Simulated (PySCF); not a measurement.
**TbB: frontier orbitals**

MN15 at R = 2.304 Å; Tb x2c-SVPall, B x2c-SVPall; spin-free X2C with a Gaussian nucleus (PySCF 2.14). State: Ms = 4 determinant of mixed spin, about 8.3 electrons in the 4f shell (Mulliken), real f orbitals that mix terms. Only the outer orbitals are listed, counted within each symmetry.

```json
{"spin": "α", "orbital": "14σ", "occ.": "1", "ε (eV)": "-11.03", "on Tb (%)": "27", "main shells (%)": "73 B s, 12 Tb s"}
{"spin": "α", "orbital": "8π", "occ.": "1", "ε (eV)": "-5.44", "on Tb (%)": "43", "main shells (%)": "57 B p, 38 Tb d"}
{"spin": "α", "orbital": "8π", "occ.": "1", "ε (eV)": "-5.44", "on Tb (%)": "43", "main shells (%)": "57 B p, 37 Tb d"}
{"spin": "α", "orbital": "15σ", "occ.": "1", "ε (eV)": "-5.30", "on Tb (%)": "55", "main shells (%)": "46 Tb s, 37 B p"}
{"spin": "α", "orbital": "16σ", "occ.": "0", "ε (eV)": "-2.25", "on Tb (%)": "73", "main shells (%)": "40 Tb s, 27 Tb d, 26 B p"}
{"spin": "α", "orbital": "9π", "occ.": "0", "ε (eV)": "-0.65", "on Tb (%)": "91", "main shells (%)": "53 Tb p, 38 Tb d, 9 B p"}
{"spin": "α", "orbital": "17σ", "occ.": "0", "ε (eV)": "-0.58", "on Tb (%)": "88", "main shells (%)": "49 Tb d, 38 Tb p, 10 B p"}
{"spin": "β", "orbital": "13σ", "occ.": "1", "ε (eV)": "-8.87", "on Tb (%)": "27", "main shells (%)": "71 B s, 14 Tb s"}
{"spin": "β", "orbital": "1φ", "occ.": "1", "ε (eV)": "-8.28", "on Tb (%)": "100", "main shells (%)": "100 Tb f"}
{"spin": "β", "orbital": "14σ", "occ.": "1", "ε (eV)": "-5.30", "on Tb (%)": "100", "main shells (%)": "58 Tb s, 29 Tb f, 10 Tb d"}
{"spin": "β", "orbital": "15σ", "occ.": "0", "ε (eV)": "-1.87", "on Tb (%)": "86", "main shells (%)": "57 Tb f, 16 Tb s, 11 Tb p"}
{"spin": "β", "orbital": "7π", "occ.": "0", "ε (eV)": "-1.28", "on Tb (%)": "56", "main shells (%)": "44 B p, 33 Tb d, 14 Tb f"}
{"spin": "β", "orbital": "7π", "occ.": "0", "ε (eV)": "-1.17", "on Tb (%)": "52", "main shells (%)": "48 B p, 42 Tb d, 9 Tb p"}
```

Problem. Which are the highest filled and the lowest empty level, where do they sit, and how wide is the gap?

Solution. Highest filled β 14σ at -5.30 eV (in %: 58 Tb s, 29 Tb f, 10 Tb d); lowest empty α 16σ at -2.25 eV (in %: 40 Tb s, 27 Tb d, 26 B p); the gap at MN15 is 3.05 eV.

```
bond order (Mayer)                              : 1.99
⟨S²⟩                                            : 20.417
charge on Tb (Mulliken, basis-dependent)        : 0.09
charge on Tb (Löwdin, basis-dependent)          : 0.10
dipole moment (positive dipole means Tb(−)B(+)) : -3.46 D
```

Spin–orbit coupling is left out. The state is the lowest single determinant that the PBE0 search found; with open d or f shells the true ground state can be another one.
